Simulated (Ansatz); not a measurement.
Cost and result for the atomization energy of FGeH₅SSi, SMILES `[F][GeH2][SiH2]S` (9 atoms, 8 bonds).

| atom | x (Å) | y (Å) | z (Å) |
| --- | --- | --- | --- |
| F1 | -0.997 | 2.073 | 0.904 |
| Ge2 | -0.479 | 1.201 | -0.520 |
| Si3 | -0.181 | -1.078 | 0.134 |
| S4 | 1.414 | -1.287 | 1.539 |
| H5 | -1.585 | 1.430 | -1.567 |
| H6 | 0.829 | 1.881 | -0.967 |
| H7 | 0.041 | -1.895 | -1.091 |
| H8 | -1.391 | -1.565 | 0.840 |
| H9 | 2.348 | -0.759 | 0.728 |

The species carries charge 0 and has multiplicity 1. Correlated methods include outer-core shells of Ge, which these sets cover unevenly. Scalar relativity is left out up to krypton. All single points use the PBE0-D4/def2-TZVP geometry. It is one conformer, not always the lowest. Program: Ansatz. All runs use 4 threads of an AMD EPYC 7R43 on a shared host. Times are those of one run each, without the atoms' runs, and a repeat can differ threefold. Electronic energies, without spin–orbit coupling; frozen cores. CCSD(T)/CBS adds CCSD(T) − MP2 in def2-TZVPP to the MP2 limit, and its time is that of the two runs behind it. T1 = 0.012. With those shells the extrapolation isn't a true limit. B3LYP takes the VWN-RPA correlation (the form of Gaussian; ORCA's B3LYP/G).

CCSD(T)/CBS is a level of theory with its own doubt, some kJ/mol a heavy atom from the limit and from the frozen cores, so smaller differences don't rank the functionals.

| level | functions | wall time | atomization (kJ/mol) | difference from CCSD(T)/CBS | per bond |
| --- | --- | --- | --- | --- | --- |
| PBE-D4/def2-TZVPP (with forces) | 233 | 1.9 s | 2636.6 | -16.1 | -2.0 |
| PBE0-D4/def2-TZVPP | 233 | 2.6 s | 2605.9 | -46.8 | -5.8 |
| r2SCAN-D4/def2-TZVPP (with forces) | 233 | 3.6 s | 2648.8 | -3.9 | -0.5 |
| B3LYP-D4/def2-TZVPP (with forces) | 233 | 3.7 s | 2620.1 | -32.6 | -4.1 |
| B2PLYP/def2-TZVPP | 233 | 4.3 s | 2592.5 | -60.2 | -7.5 |
| ωB97X-V/def2-TZVPP | 233 | 6 s | 2669.4 | 16.7 | 2.1 |
| ωB97M-V/def2-TZVPP (with forces) | 233 | 9 s | 2636.8 | -15.9 | -2.0 |
| MP2/def2-QZVPP | 436 | 15 s | 2632.7 | -20.0 | -2.5 |
| CCSD(T)/def2-TZVPP | 233 | 100 s | 2581.9 | -70.8 | -8.8 |
| CCSD(T)/CBS(def2) | – | 120 s | 2652.7 | 0.0 | 0.0 |

From PBE to PBE0 (25 % exact exchange), in def2-TZVPP and without D4, the atomization energy moves by −27.7 kJ/mol: exact exchange takes away binding that semilocal exchange gives to molecules. In def2-TZVPP, CCSD(T) changes the Hartree–Fock value by +664.7 kJ/mol (the triples alone add +36.1 kJ/mol) and MP2 by +673.3 kJ/mol; breaking electron pairs costs correlation energy, which Hartree–Fock lacks. The D4 term adds +33.7 kJ/mol with B3LYP and +17.7 kJ/mol with PBE0; it sums over pairs of atoms, weighted by their polarisabilities, and B3LYP, whose exchange is more repulsive, gets the larger term.
